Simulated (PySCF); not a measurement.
# Zr: excitation energy

Zr [Kr] 4d2 5s2 (3F) → Zr [Kr] 4d2 5s1 6s1 (5F), as a difference of total energies. All numbers are calculated (PySCF 2.14, the non-relativistic Hamiltonian (point nucleus), in dyall-av2z (22s15p11d2f, 136 functions)). Correlated levels: valence: [Kr] frozen; virtual orbitals above 40 to 60 times the deepest correlated orbital energy dropped. The calculations carry no spin-orbit coupling.

```json
{"method": "UHF", "excitation energy (eV)": "2.989"}
{"method": "LDA", "excitation energy (eV)": "4.157"}
{"method": "PBE", "excitation energy (eV)": "3.884"}
{"method": "PBE0", "excitation energy (eV)": "3.792"}
{"method": "r2SCAN", "excitation energy (eV)": "3.700"}
{"method": "revPBE", "excitation energy (eV)": "3.806"}
{"method": "B3LYP", "excitation energy (eV)": "4.136"}
{"method": "r2SCAN0", "excitation energy (eV)": "3.729"}
{"method": "MP2 (valence)", "excitation energy (eV)": "3.749"}
{"method": "SCS-MP2 (valence)", "excitation energy (eV)": "3.971"}
```

Problem. How much does correlation contribute at MP2 (valence)?

Solution. 3.749 − (2.989) = 0.760 eV, measured against UHF.

The promoted electron is Rydberg-like, and one or two diffuse shells describe it only roughly, which tends to raise the upper state.
